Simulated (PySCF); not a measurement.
# A small calculation by hand: entropy of an ideal gas

Be(OH)(SH) (BeH₂OS), SMILES [OH][Be][SH].

Geometry: PBE0-D3(BJ)/def2-TZVP. One conformer was computed; it need not be the lowest.

PySCF with PBE0-D3(BJ)/def2-TZVP gives the harmonic wavenumbers 215, 247, 259, 489, 531, 659, 1375, 2704, 4013 cm⁻¹ and the rotational temperatures 10.8208, 0.1829, 0.1811 K. The molar mass is 59.09 g/mol, the symmetry number 1, the spin multiplicity 1.

Q: Work out the entropy at 298.15 K and 1 atm in the rigid-rotor, harmonic-oscillator model.

A: 
Translation (Sackur–Tetrode at 1 atm): S = R[1.5 ln M + 2.5 ln T − 1.16487] = 159.6 J/(mol K).
Rotation: q = (√π/σ) T^1.5/√(θA θB θC) = 15200, S = R[ln q + 3/2] = 92.6 J/(mol K).
Vibration: with u = 1.4388 ν/T, each mode gives R[u/(e^u − 1) − ln(1 − e^−u)]:
| ν (cm⁻¹) | modes | u | S (J/(mol K)) |
|---|---|---|---|
| 215 | 1 | 1.04 | 8.37 |
| 247 | 1 | 1.19 | 7.33 |
| 259 | 1 | 1.25 | 6.98 |
| 489 | 1 | 2.36 | 2.87 |
| 531 | 1 | 2.56 | 2.45 |
| 659 | 1 | 3.18 | 1.50 |
| 1375 | 1 | 6.64 | 0.08 |
The stiffer modes add less than 0.005 each. Sum 29.6 J/(mol K).
Spin: R ln 1 = 0.0 J/(mol K).
Total 281.8 J/(mol K); the program's own thermochemistry gives 281.8. Translation makes up 57 % and vibration 11 %. Anharmonicity, hindered rotation and orbital degeneracy are left out.
